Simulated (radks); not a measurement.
Values are calculated unless marked as measured or tabulated.
How relativity changes the ionisation of the selenium ion Se9+ ([Ar] 3d7) to Se10+ ([Ar] 3d6). Spin-unpolarised spherical Kohn-Sham, PBE, point nucleus unless stated (finite: rms radius 4.14 fm), a radial shooting solver on a logarithmic mesh with Libxc functionals. A level marked "c x" has the speed of light scaled by that factor and shares open shells by 2j + 1; other Dirac levels either fill j = l - 1/2 first or share by 2j + 1.

level,E(Se9+) (hartree),E(Se10+) (hartree),IE (eV),HOMO,<r> HOMO (bohr)
non-rel.,-2370.88098,-2361.27457,261.40,3d,0.5536
scalar-rel.,-2399.70794,-2390.14239,260.29,3d,0.5548
"scalar-rel., finite nucleus",-2399.69031,-2390.12476,260.29,3d,0.5548
"Dirac, 2j+1 shares",-2399.85552,-2390.29033,260.28,3d5/2,0.5559
"Dirac, low j first",-2399.90417,-2390.35909,259.73,3d5/2,0.5560
"Dirac, 2j+1 shares, finite nucleus",-2399.83787,-2390.27267,260.28,3d5/2,0.5559
"Dirac, c x 3",-2374.01483,-2364.41296,261.28,3d5/2,0.5539
"Dirac, c x 5",-2372.00680,-2362.40201,261.36,3d5/2,0.5537
"Dirac, c x 10",-2371.16219,-2361.55618,261.39,3d5/2,0.5537

NIST Atomic Spectra Database: 255 eV (theoretical). The relativistic part of the total energy of Se9+ is -28.96 hartree (Dirac, 2j+1 shares, finite nucleus), 1.2 % of the non-relativistic value. Spin polarisation and multiplet splitting of open shells are left out at every level.

Beside tabulated values, note that spin-unpolarised runs miss the spin-polarisation part of the exchange energy of open shells.
